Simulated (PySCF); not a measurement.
# PBE on C²⁺ (carbon, charge +2)

Configuration: [He] 2s2, closed-shell 1S. All numbers are calculated (PySCF 2.14, the spin-free X2C one-electron Hamiltonian (Gaussian nucleus), in x2c-QZVPPall with one added diffuse shell each of s, p, d, f type (8s5p4d3f1g, 73 functions)).

| Quantity | Value |
| --- | --- |
| Total energy | -36.4768 hartree |
| One-electron energy | -44.1571 hartree |
| Hartree (Coulomb) energy | 12.0451 hartree |
| Exchange-correlation energy | -4.3647 hartree |
| ⟨S²⟩ | 0.0000 |
| ⟨L²⟩ | 0.000 |
| Sum of ⟨r⟩ | 3.263 bohr |
| Sum of ⟨r²⟩ | 4.567 bohr² |
| Langevin diamagnetic susceptibility | -3.62 ×10⁻⁶ cm³/mol |
| Time after the integrals | 0.22 s of wall time on 1 thread of Neoverse-V2 (shared host) |

| shell | electrons | mean orbital energy (hartree) | rms radius, mean of both spins (bohr) |
| --- | --- | --- | --- |
| 1s | 2 | -11.33713 | 0.314 |
| 2s | 2 | -1.48385 | 1.48 |
